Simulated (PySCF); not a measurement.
Br3FSi (SMILES F[Si](Br)(Br)Br), singlet, geometry from GFN2-xTB, atoms displaced at random by about 0.03 Å a coordinate. Base run: TPSS/STO-3G, gradient (PySCF).

Here is a job for PySCF.
```python
from pyscf import gto, scf, dft

mol = gto.Mole()
mol.atom = '''
    F     0.04430575    0.02525961    1.99522978
    Si   -0.00529361    0.00570008    0.40931616
    Br    1.95360004   -0.71830257   -0.21475364
    Br   -0.36581827    2.04301744   -0.22017528
    Br   -1.57997410   -1.33670039   -0.18544295
'''
mol.basis = 'sto-3g'
mol.verbose = 4
mol.build()

mf = dft.RKS(mol)
mf.xc = 'tpss'
mf.kernel()
g = mf.nuc_grad_method()
grad = g.kernel()
```

The coordinate followed is y of atom 3.

The base run was repeated with changes; each row names its change, and settings that it needs were set with it.

| change | dE/dx (Eh/bohr) | net force (Eh/bohr) |
|---|---|---|
| base | 0.007979 | 0.000375 |
| conv_tol = 1e-4 | 0.007952 | 0.000375 |
| grids.level = 5; grid_response = on | 0.007761 | 0.000000 |
| grids.level = 1; grid_response = off | 0.006651 | 0.003255 |
| density fitting = on | 0.007978 | 0.000375 |
| grids.level = 1; grid_response = on | 0.007258 | 0.000000 |
| grids.level = 5; grid_response = off | 0.007772 | 0.000026 |
| finite difference step (bohr) = 0.01; conv_tol = 1e-11 | 0.007891 | - |
| grids.level = 0; grid_response = off | (withheld) | 0.039303 |
| finite difference step (bohr) = 0.2; conv_tol = 1e-11 | 0.007764 | - |
| conv_tol = 1e-11 | 0.007979 | 0.000375 |
| density fitting = on; auxbasis_response = off | 0.008029 | 0.002117 |

**Question.** What belongs in the gaps?

**Answer.** 
- grids.level = 0; grid_response = off, dE/dx (Eh/bohr): 0.011649

The net force is zero for an exact gradient.
